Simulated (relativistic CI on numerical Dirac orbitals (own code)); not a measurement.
Hyperfine structure of Pd31+, mass number 105

Calculated at this level of theory: Dirac-Coulomb-Breit CI, KLI orbitals optimised for each configuration, QED by a radiative potential, unscaled Slater integrals (own radial code, finite nucleus).

CI space (outside the closed core [Ne]): 3s2 3p3, 3s 3p4, 3s2 3p2 3d, 3p5, 3s 3p3 3d, 3p4 3d, 3s 3p2 3d2, 3s2 3p 3d 4p, 3p4 4s, 3s 3p2 3d 4s, 3p4 4p, 3s2 3p2 4s, 3s2 3p 3d2, 3s2 3d3, 3s 3p 3d3, 3s2 3d2 4s, 3p3 3d2, 3p2 3d3, 3p2 3d2 4s, 3s2 3p 3d 4s, 3s 3p 3d2 4s, 3s2 3d 4s2, 3s 3p2 3d 4p, 3s 3p 3d2 4p, 3p2 3d2 4p, 3s 3p 3d 4s 4p. Double excitations out of closed p, d and f shells are left out; levels of such configurations are missing from the list, as are those of other unlisted configurations, and high levels can miss mixing partners.

Nuclear spin I = 5/2, μ = -0.642 μN, Q = 0.66 b (tables of Stone and Pyykkö). The electronic factors are computed for point nuclear moments, without core polarisation or the Bohr-Weisskopf and QED corrections.

```
            Level   E (eV)  A (GHz)  B (GHz)
  3s2 3p3 2D°_5/2   37.673   -20.54  -0.0242
  3s2 3p3 2P°_1/2   45.819   -61.04         
  3s2 3p3 2P°_3/2   77.211   -10.92    -54.7
    3s 3p4 4P_5/2  111.339   -41.15     18.5
    3s 3p4 4P_1/2  129.001   -145.7         
3s2 3p2 3d 4D_1/2  153.466   -18.88
```

Levels with J = 0, under 50 % of one LS term, or S terms without an open s electron are left out. Small factors come from cancelling terms and can be off by tens of per cent or more.

At this charge energies of transitions that change n are usually good to better than 1 %, and those within a shell (Δn = 0) to a few per cent.

(1) Give the hyperfine levels of 3s2 3p3 2D°_5/2 relative to its centre of gravity.

## Answers

(1) With K = F(F + 1) − I(I + 1) − J(J + 1), E = AK/2 + B[¾K(K + 1) − I(I + 1)J(J + 1)]/[2I(2I − 1)J(2J − 1)]: F = 0: 179.7, F = 1: 159.1, F = 2: 118.1, F = 3: 56.48, F = 4: -25.66, F = 5: -128.4 GHz.

LS names give the leading component of a level, which can be under half, so a name can repeat, a term be missing and a line seem to break the LS rules.
